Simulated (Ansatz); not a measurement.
Cost and result for the atomization energy of CH3ClFGaO (`C[O][Ga]([F])[Cl]`) (8 atoms, 7 bonds).

Cartesian coordinates in Å:
```
C -0.333 1.081 -0.649
O 0.460 0.544 0.394
Ga 0.449 -1.162 0.802
F -0.580 -2.228 -0.118
Cl 1.626 -1.959 2.351
H -1.003 1.839 -0.235
H -0.939 0.326 -1.161
H 0.319 1.559 -1.385
```

Charge 0, multiplicity 1. Correlated methods include outer-core shells of Ga, which these sets cover unevenly. Scalar relativity is left out up to krypton. The geometry is a stationary point of PBE0-D4/def2-TZVP. It is one conformer, not always the lowest. Program: Ansatz. All runs use 4 threads of an Arm Neoverse V1 on a shared host. Times are those of one run each, without the atoms' runs, and a repeat can differ threefold. Electronic energies, without spin–orbit coupling; frozen cores. CCSD(T)/CBS adds CCSD(T) − MP2 in def2-TZVPP to the MP2 limit, and its time is that of the two runs behind it. T1 = 0.014. With those shells the extrapolation isn't a true limit. HSE06 is the plane-wave form, built on full-range PBE exchange.

CCSD(T)/CBS is a level of theory with its own doubt, some kJ/mol a heavy atom from the limit and from the frozen cores, so smaller differences don't rank the functionals.

| level | functions | wall time | atomization (kcal/mol) | difference from CCSD(T)/CBS | per bond |
| --- | --- | --- | --- | --- | --- |
| LDA (SPW92)/def2-TZVPP | 225 | 1.4 s | 788.3 | 105.4 | 15.1 |
| PBE0-D4/def2-TZVPP | 225 | 3.4 s | 676.1 | -6.8 | -1.0 |
| HSE06-D4/def2-TZVPP | 225 | 3.6 s | 676.7 | -6.2 | -0.9 |
| CAM-B3LYP-D4/def2-TZVPP | 225 | 3.9 s | 678.9 | -4.0 | -0.6 |
| r2SCANh-D4/def2-TZVPP | 225 | 5.5 s | 677.2 | -5.7 | -0.8 |
| PBE-QIDH/def2-TZVPP | 225 | 5.5 s | 677.5 | -5.4 | -0.8 |
| CCSD(T)/def2-SVP | 107 | 7 s | 645.4 | -37.5 | -5.4 |
| ωB97X-V/def2-TZVPP | 225 | 8 s | 682.2 | -0.7 | -0.1 |
| B97M-V/def2-TZVPP | 225 | 9.5 s | 680.6 | -2.3 | -0.3 |
| ωB97M-V/def2-TZVPP (with forces) | 225 | 12 s | 678.7 | -4.2 | -0.6 |
| MP2/def2-QZVPP | 420 | 24 s | 699.9 | 17.0 | 2.4 |
| CCSD(T)/def2-TZVPP | 225 | 3 min | 667.0 | -15.9 | -2.3 |
| CCSD(T)/CBS(def2) | – | 3.4 min | 682.9 | 0.0 | 0.0 |

From BLYP to BHLYP (50 % exact exchange), in def2-TZVPP and without D4, the atomization energy moves by −21.9 kcal/mol: exact exchange takes away binding that semilocal exchange gives to molecules. At CCSD(T), def2-SVP lies −37.5 kcal/mol from the extrapolated value and def2-TZVPP −15.8 kcal/mol: correlation converges slowly with the basis, and small sets miss more of it in the bonded molecule than in its fragments. The D4 term adds +6.2 kcal/mol with B3LYP and +3.3 kcal/mol with PBE0; it sums over pairs of atoms, weighted by their polarisabilities, and B3LYP, whose exchange is more repulsive, gets the larger term.

B3LYP here is the variant with VWN-RPA as its local correlation; programs differ in this.
